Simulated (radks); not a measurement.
The caesium ion Cs2+ inside a hard spherical wall (all orbitals vanish at R), configuration held at [Kr] 4d10 5s2 5p5 and not refilled when levels cross. Calculated with a radial shooting solver on a logarithmic mesh with Libxc functionals: scalar-relativistic Kohn-Sham, PBE, spin-polarised, spherical densities, point nucleus; open shells are filled with parallel spins first (spin-orbit coupling, left out, can overturn this in heavy ions). Eigenvalues in eV for spin up, with the zero of energy where the potential of the charges vanishes at infinity; a dash marks a level that is unbound or too diffuse for the functional's potential to be trusted. A positive occupied level is held by the wall or, in an anion where self-interaction has pushed it up, behind a barrier. The pressure on the wall is -dE/dV.

R (bohr),E (hartree),kinetic (hartree),e(4p),e(4d),e(5s),e(5p),"e(5d, empty)","e(6s, empty)",pressure (GPa)
free,-7785.9265,8203.701,-177.82,-91.227,-42.988,-29.142,-12.572,-12.031,0
20,-7785.9265,8203.701,-177.82,-91.227,-42.988,-29.142,-12.572,-12.031,< 0.0001
15,-7785.9265,8203.701,-177.82,-91.227,-42.988,-29.142,-12.572,-12.031,< 0.0001
12,-7785.9265,8203.701,-177.82,-91.227,-42.988,-29.142,-12.572,-12.030,< 0.0001
10,-7785.9265,8203.701,-177.82,-91.227,-42.988,-29.142,-12.571,-12.021,< 0.0001
8,-7785.9265,8203.701,-177.82,-91.226,-42.988,-29.142,-12.551,-11.897,0.000835
4,-7785.7890,8204.788,-175.56,-89.020,-41.293,-27.149,-7.592,3.315,44.7
3,-7784.6764,8210.800,-167.28,-81.028,-33.906,-17.823,7.819,42.450,718
2.5,-7782.0872,8222.085,-156.52,-70.748,-20.912,-1.584,31.206,97.426,3300
1.5,-7735.2979,8385.002,-76.596,12.211,158.00,200.25,263.61,587.52,159000
